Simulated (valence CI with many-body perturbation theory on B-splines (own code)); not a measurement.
# Pd XLII: electric-dipole lines

Calculated by configuration interaction combined with many-body perturbation theory (CI+MBPT): three valence electrons over a frozen Dirac-Fock core [He], radial functions for each j: 11 s, 11 p, 10 d, 8 f, 5 g, 2 h, with the one-electron correlation potential Σ1 (screened to all orders), the two-electron term Σ2, the three-electron term Σ3, Breit, model QED; selected single and double excitations, second order for the rest, scaled by the run's own slope (own B-spline code, finite nucleus).

The last digits are not significant, and no measured levels were compared; by estimate large intervals hold to a few tenths of a per cent, small ones and those within an open d or f shell to about a per cent.

Lines 201 to 250 of 533 in falling wavelength, among levels below 5263.9 eV, chosen from the strongest by gf and those to the six lowest levels. Wavelengths and rates use the calculated energies. Electric multipoles are in the length gauge, E1 and E2 with the static RPA response of the core. Weak lines are less certain than strong ones. Lines between different terms over intervals too small for the method are left out, as are lines whose strength nearly cancels. The highest levels of a list are the least certain.

Levels are named by their leading jj configuration (3d3/2^4 stands for four electrons in 3d with j = 3/2), which in mixed levels can hold well under half, so a name can repeat and another be missing. Letters in brackets count levels of one name in rising energy.

```
λ vac (Å)                       Upper                       Lower   A (s⁻¹)  log gf  Branch %
    10.31      (2s 2p3/2 4f5/2) J=9/2      (2s 2p3/2 3d5/2) J=9/2  6.02e+12   -0.02      13.6
    10.30      (2s 2p3/2 4f5/2) J=7/2      (2s 2p3/2 3d3/2) J=7/2  1.18e+13    0.18      26.4
    10.30      (2s 2p1/2 4f7/2) J=5/2  (2s 2p1/2 3d3/2) J=3/2 [b]  2.02e+12   -0.71       4.6
    10.30      (2s 2p1/2 4f5/2) J=7/2  (2s 2p1/2 3d5/2) J=5/2 [a]  7.45e+12   -0.02      16.7
    10.30      (2s 2p3/2 4f5/2) J=3/2  (2s 2p3/2 3d3/2) J=1/2 [a]  1.32e+13   -0.08      29.5
    10.30      (2s 2p3/2 4f5/2) J=5/2      (2s 2p3/2 3d3/2) J=7/2  1.99e+12   -0.72       4.4
    10.30      (2s 2p3/2 4f5/2) J=5/2  (2s 2p3/2 3d3/2) J=3/2 [a]  2.14e+13    0.31      47.8
    10.30  (2s 2p1/2 4f5/2) J=5/2 [b]  (2s 2p1/2 3d5/2) J=5/2 [a]  3.13e+12   -0.52       7.0
    10.29      (2s 2p3/2 4f5/2) J=9/2      (2s 2p3/2 3d3/2) J=7/2  3.59e+13    0.76      81.1
    10.29       (2p1/2^2 4f5/2) J=5/2       (2p1/2^2 3d3/2) J=3/2  3.89e+13    0.57      87.9
    10.29      (2s 2p3/2 4f5/2) J=1/2  (2s 2p3/2 3d3/2) J=1/2 [a]  3.34e+13    0.03      74.6
    10.29      (2s 2p3/2 4f5/2) J=3/2  (2s 2p3/2 3d3/2) J=3/2 [a]  2.33e+13    0.17      52.1
    10.29      (2s 2p3/2 4f7/2) J=9/2      (2s 2p3/2 3d5/2) J=9/2  2.30e+12   -0.44       5.3
    10.29     (2s 2p3/2 4f7/2) J=11/2      (2s 2p3/2 3d5/2) J=9/2  4.40e+13    0.92      99.9
    10.28      (2s 2p3/2 4f5/2) J=7/2  (2s 2p3/2 3d3/2) J=5/2 [a]  3.06e+13    0.59      68.4
    10.28      (2s 2p3/2 4f5/2) J=1/2  (2s 2p3/2 3d3/2) J=3/2 [a]  8.78e+12   -0.56      19.6
    10.28      (2s 2p3/2 4f5/2) J=5/2  (2s 2p3/2 3d3/2) J=5/2 [a]  1.75e+13    0.22      39.1
    10.27      (2s 2p3/2 4f7/2) J=7/2      (2s 2p3/2 3d3/2) J=7/2  2.18e+12   -0.56       4.9
    10.27      (2s 2p3/2 4f7/2) J=9/2      (2s 2p3/2 3d3/2) J=7/2  7.74e+11   -0.91       1.8
    10.27          (2s^2 4f5/2) J=5/2          (2s^2 3d3/2) J=3/2  3.59e+13    0.53      80.0
    10.27  (2s 2p1/2 4f7/2) J=7/2 [b]  (2s 2p1/2 3d5/2) J=5/2 [a]  4.56e+12   -0.24      10.4
    10.27      (2s 2p3/2 4f5/2) J=3/2  (2s 2p3/2 3d3/2) J=5/2 [a]  3.99e+12   -0.60       8.9
    10.24  (2s 2p1/2 4f5/2) J=5/2 [a]  (2s 2p1/2 3d3/2) J=3/2 [a]  3.61e+13    0.53      81.0
    10.23       (2p1/2^2 4f5/2) J=5/2  (2s 2p3/2 3p1/2) J=3/2 [b]  2.13e+12   -0.70       4.8
    10.22      (2s 2p1/2 4f5/2) J=7/2      (2s 2p1/2 3d3/2) J=5/2  3.06e+13    0.58      68.8
    10.22  (2s 2p1/2 4f5/2) J=5/2 [b]      (2s 2p1/2 3d3/2) J=5/2  5.81e+12   -0.26      13.0
    10.19       (2p1/2^2 4d3/2) J=3/2       (2p1/2^2 3p3/2) J=3/2  3.61e+12   -0.65      10.3
    10.18         (2s 2p3/2 4s) J=5/2      (2s 2p3/2 3p1/2) J=5/2  1.47e+12   -0.86       8.6
    10.16         (2s 2p3/2 4s) J=5/2  (2s 2p3/2 3p1/2) J=3/2 [a]  1.24e+12   -0.94       7.2
    10.15          (2s^2 4d5/2) J=5/2         (2s 2p1/2 3s) J=3/2  6.91e+12   -0.19       7.3
    10.14  (2s 2p1/2 4d3/2) J=3/2 [a]  (2s 2p1/2 3p3/2) J=3/2 [a]  3.41e+12   -0.68       6.7
    10.14  (2s 2p1/2 4d3/2) J=3/2 [b]  (2s 2p1/2 3p3/2) J=3/2 [b]  3.14e+12   -0.71       3.2
    10.14      (2s 2p1/2 4d3/2) J=5/2      (2s 2p1/2 3p3/2) J=5/2  4.50e+12   -0.38      10.8
    10.11      (2s 2p3/2 4d5/2) J=5/2  (2s 2p3/2 3p3/2) J=5/2 [a]  7.95e+12   -0.14       9.1
    10.11       (2p1/2^2 4d5/2) J=5/2       (2p1/2^2 3p3/2) J=3/2  2.12e+13    0.29      23.8
    10.11      (2s 2p3/2 4d5/2) J=3/2  (2s 2p3/2 3p3/2) J=1/2 [a]  6.65e+12   -0.39       8.8
    10.09  (2s 2p1/2 4f5/2) J=5/2 [b]  (2s 2p1/2 3d3/2) J=3/2 [a]  4.15e+12   -0.42       9.3
    10.09      (2s 2p3/2 4d5/2) J=7/2  (2s 2p3/2 3p3/2) J=5/2 [a]  1.66e+13    0.31      12.9
    10.08      (2s 2p1/2 4d5/2) J=3/2  (2s 2p1/2 3p3/2) J=3/2 [b]  3.68e+12   -0.65       4.1
    10.08  (2s 2p1/2 4d5/2) J=5/2 [a]  (2s 2p1/2 3p3/2) J=3/2 [a]  2.08e+13    0.28      23.2
    10.08  (2s 2p1/2 4d5/2) J=5/2 [b]  (2s 2p1/2 3p3/2) J=3/2 [b]  1.91e+13    0.24      20.4
    10.07      (2s 2p1/2 4d5/2) J=7/2      (2s 2p1/2 3p3/2) J=5/2  2.17e+13    0.42      23.9
    10.07      (2s 2p3/2 4d5/2) J=1/2  (2s 2p3/2 3p3/2) J=1/2 [a]  1.40e+13   -0.37      14.6
    10.05  (2s 2p1/2 4d5/2) J=5/2 [b]      (2s 2p1/2 3p3/2) J=5/2  2.06e+12   -0.73       2.2
    10.05          (2s^2 4d3/2) J=3/2          (2s^2 3p3/2) J=3/2  2.58e+12   -0.81       2.6
    10.05      (2s 2p3/2 4d3/2) J=5/2      (2s 2p3/2 3p3/2) J=7/2  1.30e+12   -0.93       1.3
    10.04      (2s 2p3/2 4d3/2) J=7/2      (2s 2p3/2 3p3/2) J=7/2  6.50e+12   -0.10       7.8
    10.03      (2s 2p3/2 4d5/2) J=9/2      (2s 2p3/2 3p3/2) J=7/2  2.23e+13    0.53      99.7
    10.03      (2s 2p1/2 4d5/2) J=3/2      (2s 2p1/2 3p3/2) J=1/2  1.58e+13   -0.02      17.7
    10.01      (2s 2p3/2 4d5/2) J=5/2  (2s 2p3/2 3p3/2) J=3/2 [a]  1.21e+13    0.04      13.9
```
